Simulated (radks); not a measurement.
The numbers below are computed, except where a source is named.
Problem. Ionisation of P, [Ne] 3s2 3p3, to P+, [Ne] 3s2 3p2, under several functionals. Scalar-relativistic Kohn-Sham, spin-polarised, spherical densities, finite nucleus; open shells are filled with parallel spins first; a radial shooting solver on a logarithmic mesh with Libxc functionals. Known Delta-SCF values: BP86 10.569 eV. What does XLYP give, and what is its highest occupied eigenvalue?

Solution. 10.252 eV by Delta-SCF; the 3p eigenvalue is -5.982 eV. NIST: 10.487 eV (measured).
